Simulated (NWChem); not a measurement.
System: C2H7BS; SMILES CB(C)S

Input file for NWChem:

```
start job
memory heap 200 mb stack 900 mb global 1100 mb
geometry units angstroms noautoz
  B     -0.001918    -0.379325     0.022188
  C      1.359051    -1.156718    -0.128880
  H      1.406258    -1.594165    -1.142313
  H      1.394076    -2.012334     0.566666
  H      2.263895    -0.549576     0.017712
  C     -1.379053    -1.140510     0.024175
  H     -1.403180    -1.918361    -0.756988
  H     -2.269621    -0.504809    -0.084903
  H     -1.471269    -1.680309     0.984505
  S      0.114885     1.406844     0.211467
  H     -1.202452     1.702158     0.279888
end
basis spherical
  B library def2-svpd
  C library def2-svpd
  H library def2-svpd
  S library def2-svpd
end
dft
  xc xtpss03 ctpss03
  iterations 150
  mulliken
end
task dft energy
```

Geometry: optimised at PBE0/def2-SVP.

**Question.** Give the results of this calculation. (TPSS/def2-SVPD.) Quantities: basis functions; energy (Ha); highest occupied level (eV); orbital gap (eV); dipole (D).

**Answer.** 
| Item | Value |
|---|---|
| number of basis functions | 143 |
| energy (Ha) | -503.37 |
| highest occupied level (eV) | -6.83 |
| orbital gap (eV) | 5.57 |
| dipole (D) | 1.15 |
